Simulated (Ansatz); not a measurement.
Molecular dynamics of AlClH$_{4}$O$_{2}$Si

Input file:

```yaml
crystal:
  periodic: [false, false, false]
  atoms:
    - { symbol: Al, position_ang: [0.008621, -0.067767, -0.064965] }
    - { symbol: O, position_ang: [-0.080702, -0.123884, 1.632724] }
    - { symbol: H, position_ang: [-0.947175, -0.624401, 1.850552] }
    - { symbol: Cl, position_ang: [1.724421, 0.805447, -0.853871] }
    - { symbol: O, position_ang: [-1.095905, -0.667538, -1.17] }
    - { symbol: Si, position_ang: [-2.627175, -1.257321, -0.769648] }
    - { symbol: H, position_ang: [-2.59876, -2.105225, 0.410693] }
    - { symbol: H, position_ang: [-3.551052, -0.169419, -0.506115] }
    - { symbol: H, position_ang: [-3.114874, -2.031593, -1.88917] }
basis:
  gaussian: { orbitals: STO-3G }
hamiltonian:
  xc: b3lyp
md:
  timestep: 2.5
  n_steps: 40
  ensemble: nvt_nose_hoover
  temperature: 300.0
  initial_velocities: maxwell_boltzmann
  seed: 251423
  nose_hoover: { tau: 20.0, chain_length: 5 }
```

Launched with:

```bash
$ ansatz run input.yaml --threads 1 --pin off --max-ram 2048MiB --backend cpu --events-out ev --progress --plain --runs-dir out
```

It starts from a relaxed structure.

Output, in part (step lines, the closing report, with atoms numbered from 0):

```
md step     0: t =     0.00 fs  T =   300.0 K  F+E_penalty+E_count = -30796.78124517 eV  E_kin = 0.271446 eV  conserved = -30796.50979917 eV  (21 SCF iters)
md step     1: t =     2.50 fs  T =   250.3 K  F+E_penalty+E_count = -30796.69531014 eV  E_kin = 0.226447 eV  conserved = -30796.46901044 eV  (25 SCF iters)
md step     2: t =     5.00 fs  T =   205.1 K  F+E_penalty+E_count = -30796.67701431 eV  E_kin = 0.185614 eV  conserved = -30796.49270880 eV  (24 SCF iters)
md step     3: t =     7.50 fs  T =   161.9 K  F+E_penalty+E_count = -30796.65668851 eV  E_kin = 0.146528 eV  conserved = -30796.51407065 eV  (24 SCF iters)
md step     4: t =    10.00 fs  T =   152.8 K  F+E_penalty+E_count = -30796.62248268 eV  E_kin = 0.138218 eV  conserved = -30796.49258233 eV  (26 SCF iters)
md step     5: t =    12.50 fs  T =   195.6 K  F+E_penalty+E_count = -30796.66557069 eV  E_kin = 0.176951 eV  conserved = -30796.50459329 eV  (25 SCF iters)
md step     6: t =    15.00 fs  T =   235.5 K  F+E_penalty+E_count = -30796.70632226 eV  E_kin = 0.213070 eV  conserved = -30796.52153741 eV  (26 SCF iters)
md step     7: t =    17.50 fs  T =   248.6 K  F+E_penalty+E_count = -30796.69379687 eV  E_kin = 0.224978 eV  conserved = -30796.51349107 eV  (26 SCF iters)
md step     8: t =    20.00 fs  T =   231.8 K  F+E_penalty+E_count = -30796.65362040 eV  E_kin = 0.209694 eV  conserved = -30796.50717153 eV  (25 SCF iters)
md step     9: t =    22.50 fs  T =   219.5 K  F+E_penalty+E_count = -30796.63572806 eV  E_kin = 0.198594 eV  conserved = -30796.52011949 eV  (26 SCF iters)
md step    10: t =    25.00 fs  T =   208.5 K  F+E_penalty+E_count = -30796.59864000 eV  E_kin = 0.188640 eV  conserved = -30796.51367719 eV  (26 SCF iters)
md step    11: t =    27.50 fs  T =   220.8 K  F+E_penalty+E_count = -30796.58281979 eV  E_kin = 0.199785 eV  conserved = -30796.50866137 eV  (25 SCF iters)
md step    12: t =    30.00 fs  T =   258.6 K  F+E_penalty+E_count = -30796.60482141 eV  E_kin = 0.233942 eV  conserved = -30796.52045671 eV  (26 SCF iters)
md step    13: t =    32.50 fs  T =   291.2 K  F+E_penalty+E_count = -30796.60528244 eV  E_kin = 0.263504 eV  conserved = -30796.51549453 eV  (26 SCF iters)
md step    14: t =    35.00 fs  T =   323.2 K  F+E_penalty+E_count = -30796.61017745 eV  E_kin = 0.292449 eV  conserved = -30796.51254268 eV  (26 SCF iters)
md step    15: t =    37.50 fs  T =   316.2 K  F+E_penalty+E_count = -30796.59331003 eV  E_kin = 0.286116 eV  conserved = -30796.51749825 eV  (25 SCF iters)
md step    16: t =    40.00 fs  T =   293.4 K  F+E_penalty+E_count = -30796.56544794 eV  E_kin = 0.265512 eV  conserved = -30796.52026463 eV  (23 SCF iters)
md step    17: t =    42.50 fs  T =   254.4 K  F+E_penalty+E_count = -30796.50757578 eV  E_kin = 0.230208 eV  conserved = -30796.50429720 eV  (25 SCF iters)
md step    18: t =    45.00 fs  T =   224.5 K  F+E_penalty+E_count = -30796.47533589 eV  E_kin = 0.203175 eV  conserved = -30796.50425910 eV  (25 SCF iters)
md step    19: t =    47.50 fs  T =   230.9 K  F+E_penalty+E_count = -30796.49239805 eV  E_kin = 0.208957 eV  conserved = -30796.52079648 eV  (25 SCF iters)
md step    20: t =    50.00 fs  T =   230.9 K  F+E_penalty+E_count = -30796.46277064 eV  E_kin = 0.208960 eV  conserved = -30796.49701627 eV  (25 SCF iters)
md step    21: t =    52.50 fs  T =   240.9 K  F+E_penalty+E_count = -30796.45128823 eV  E_kin = 0.217939 eV  conserved = -30796.48318337 eV  (25 SCF iters)
md step    22: t =    55.00 fs  T =   270.3 K  F+E_penalty+E_count = -30796.49688123 eV  E_kin = 0.244553 eV  conserved = -30796.50992300 eV  (25 SCF iters)
md step    23: t =    57.50 fs  T =   282.9 K  F+E_penalty+E_count = -30796.46762626 eV  E_kin = 0.255953 eV  conserved = -30796.47779224 eV  (25 SCF iters)
md step    24: t =    60.00 fs  T =   250.0 K  F+E_penalty+E_count = -30796.39317142 eV  E_kin = 0.226245 eV  conserved = -30796.44128605 eV  (25 SCF iters)
md step    25: t =    62.50 fs  T =   251.4 K  F+E_penalty+E_count = -30796.43350539 eV  E_kin = 0.227448 eV  conserved = -30796.48882392 eV  (25 SCF iters)
md step    26: t =    65.00 fs  T =   211.2 K  F+E_penalty+E_count = -30796.26657358 eV  E_kin = 0.191117 eV  conserved = -30796.36678391 eV  (25 SCF iters)
md step    27: t =    67.50 fs  T =   214.5 K  F+E_penalty+E_count = -30796.14441872 eV  E_kin = 0.194104 eV  conserved = -30796.25090498 eV  (43 SCF iters)
md step    28: t =    70.00 fs  T =   376.7 K  F+E_penalty+E_count = -30796.36548503 eV  E_kin = 0.340872 eV  conserved = -30796.33940175 eV  (26 SCF iters)
md step    29: t =    72.50 fs  T =   484.0 K  F+E_penalty+E_count = -30795.75761592 eV  E_kin = 0.437972 eV  conserved = -30795.65160384 eV  (26 SCF iters)
md step    30: t =    75.00 fs  T =   999.7 K  F+E_penalty+E_count = -30794.72035011 eV  E_kin = 0.904579 eV  conserved = -30794.15783899 eV  (33 SCF iters)
md step    31: t =    77.50 fs  T =   313.1 K  F+E_penalty+E_count = -30794.09790987 eV  E_kin = 0.283298 eV  conserved = -30794.13691931 eV  (29 SCF iters)
md step    32: t =    80.00 fs  T =  1914.2 K  F+E_penalty+E_count = -30796.17346909 eV  E_kin = 1.732013 eV  conserved = -30794.67611080 eV  (26 SCF iters)
md step    33: t =    82.50 fs  T = 45782.6 K  F+E_penalty+E_count = -30780.03175246 eV  E_kin = 41.424979 eV  conserved = -30687.27155898 eV  (28 SCF iters)
md step    34: t =    85.00 fs  T = 75446.0 K  F+E_penalty+E_count = -30787.45008966 eV  E_kin = 68.265087 eV  conserved = -30466.06248193 eV  (159 SCF iters)
md step    35: t =    87.50 fs  T = 15847.5 K  F+E_penalty+E_count = -30787.39816763 eV  E_kin = 14.339130 eV  conserved = -30466.06817664 eV  (64 SCF iters)
md step    36: t =    90.00 fs  T =  6170.4 K  F+E_penalty+E_count = -30787.46902730 eV  E_kin = 5.583080 eV  conserved = -30466.07547870 eV  (37 SCF iters)
md step    37: t =    92.50 fs  T =  3188.9 K  F+E_penalty+E_count = -30787.54692599 eV  E_kin = 2.885413 eV  conserved = -30466.08098007 eV  (36 SCF iters)
md step    38: t =    95.00 fs  T =  1918.9 K  F+E_penalty+E_count = -30787.58920725 eV  E_kin = 1.736269 eV  conserved = -30466.08307359 eV  (35 SCF iters)
md step    39: t =    97.50 fs  T =  1258.4 K  F+E_penalty+E_count = -30787.59679067 eV  E_kin = 1.138591 eV  conserved = -30466.08330812 eV  (34 SCF iters)
md step    40: t =   100.00 fs  T =   871.6 K  F+E_penalty+E_count = -30787.58591510 eV  E_kin = 0.788669 eV  conserved = -30466.08272178 eV  (115 SCF iters)
Total energy: -30787.58615975 eV, -1131.4229227956 hartree
Atom 0 at    -0.034347    -0.002538    -0.284702 Å, force     0.195516    -0.457486     1.423920 eV/Å
Atom 1 at     0.394154    -0.287302     1.366561 Å, force    -0.773903    -0.075547    -0.452324 eV/Å
Atom 2 at   -10.281186     1.005345     3.954159 Å, force     0.011370    -0.001373    -0.003012 eV/Å
Atom 3 at     1.838771     0.754385    -0.731446 Å, force     0.637801     0.506209    -0.884236 eV/Å
Atom 4 at    -1.346743    -0.366886    -1.266547 Å, force     0.414608     0.293349    -0.101959 eV/Å
Atom 5 at    -2.541934    -1.368489    -0.606493 Å, force    -0.501289    -0.142062     0.043209 eV/Å
Atom 6 at    -2.320330    -1.690874     0.791856 Å, force     0.041459    -0.056211    -0.036047 eV/Å
Atom 7 at    -3.815395    -0.691364    -0.707021 Å, force    -0.040958     0.028117    -0.018638 eV/Å
Atom 8 at    -2.596971    -2.584768    -1.385641 Å, force     0.015396    -0.094997     0.029087 eV/Å
Dipole moment:    -0.503938    -0.253388    -0.128226 e Å
```

The run went to its last step. The conserved energy changed by up to 37000 meV per atom, so the integration failed: the time step of 2.5 fs is too long for the fastest motions that this run met, and the later frames carry no physical meaning.

Parted: O2–H3 1.02 → 11.06 Å. It ends as AlClH3O2Si + H. Pairs count as bonded within 1.25 times the sum of covalent radii (0.12 Å more for H–H).

Last frame:

```xyz
9
Properties=species:S:1:pos:R:3
Al -0.034 -0.003 -0.285
O 0.394 -0.287 1.367
H -10.281 1.005 3.954
Cl 1.839 0.754 -0.731
O -1.347 -0.367 -1.266
Si -2.542 -1.369 -0.607
H -2.320 -1.691 0.792
H -3.815 -0.691 -0.707
H -2.597 -2.585 -1.386
```

Run time: 110 s on 1 thread of Arm Neoverse V1, with other jobs on the host, peak memory 0.11 GiB.
